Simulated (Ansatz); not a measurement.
Mulliken charges of `C[O][Al]([SH])[SH]` from ωB97M-V/def2-TZVPP in Ansatz (PBE0-D4/def2-TZVP geometry).

```
atom   x (Å)   y (Å)   z (Å)  charge (e)
  C1   0.336  -1.358   1.279      -0.162
  O2   0.488  -0.100   0.686      -0.352
 Al3  -0.163   0.694  -0.639       0.462
  S4  -1.637  -0.304  -1.893      -0.267
  S5   0.499   2.718  -1.070      -0.263
  H6   1.297  -1.880   1.301       0.114
  H7  -0.013  -1.245   2.310       0.114
  H8  -0.383  -1.991   0.745       0.100
  H9  -1.753   0.758  -2.710       0.123
 H10   1.328   2.709  -0.009       0.132
```

**Question.** By hand: the dipole of these point charges (1 e Å = 4.8032 D).

**Answer.** Σ q r = (0.072, -0.162, 0.195) e Å, of length 0.264 e Å = 1.27 D.

**Question.** How does the dipole of the full density compare? (Estimate.)

**Answer.** The calculation gave: (0.058, -0.130, 0.157) e Å, 1.02 D; the point charges give 1.25 times that, at 0° from its direction.

Point charges leave out the atoms' own dipoles, such as those of lone pairs, and Mulliken's split depends on the basis, so the two needn't agree.
